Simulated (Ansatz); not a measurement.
Start from `[SiH3]BO[SiH3]` and change one atom or group to get `[SiH3]OBCl`.

Ansatz, PBE0-D4/def2-TZVP geometries, multiplicity 1. Each molecule was computed in one conformer, which needn't be the lowest.

```json
{"property": "HOMO–LUMO gap (B3LYP/def2-TZVPP) / eV", "`[SiH3]BO[SiH3]`": "6.00"}
{"property": "HOMO–LUMO gap (ωB97M-V/def2-TZVPP) / eV", "`[SiH3]BO[SiH3]`": "10.52"}
{"property": "size of the dipole moment (PBE/def2-TZVPP) / D", "`[SiH3]BO[SiH3]`": "1.69"}
{"property": "LUMO energy (PBE0/def2-TZVPP) / eV", "`[SiH3]BO[SiH3]`": "-1.27"}
{"property": "HOMO energy (PBE/def2-TZVPP) / eV", "`[SiH3]BO[SiH3]`": "-6.40"}
{"property": "size of the dipole moment (B3LYP/def2-TZVPP) / D", "`[SiH3]BO[SiH3]`": "1.67"}
```

What does the change do to each property? (An estimate is asked.)

Computed: 
```csv
property,`[SiH3]OBCl`,shift
HOMO–LUMO gap (B3LYP/def2-TZVPP) / eV,7.92,1.92
HOMO–LUMO gap (ωB97M-V/def2-TZVPP) / eV,12.67,2.15
size of the dipole moment (PBE/def2-TZVPP) / D,1.13,-0.56
LUMO energy (PBE0/def2-TZVPP) / eV,-0.65,0.62
HOMO energy (PBE/def2-TZVPP) / eV,-7.64,-1.24
size of the dipole moment (B3LYP/def2-TZVPP) / D,1.11,-0.56
```

With PBE0 the HOMO falls by 1.40 eV and the LUMO rises by 0.62 eV, so the gap widens by about 2.02 eV. PBE moves the HOMO by -1.24 eV and ωB97M-V by -1.49 eV. The zero-point energy changes by -58.9 kJ/mol with -9 modes. Dipoles are sizes alone; their direction can turn.

B3LYP here is the variant with VWN-RPA as its local correlation; programs differ in this.
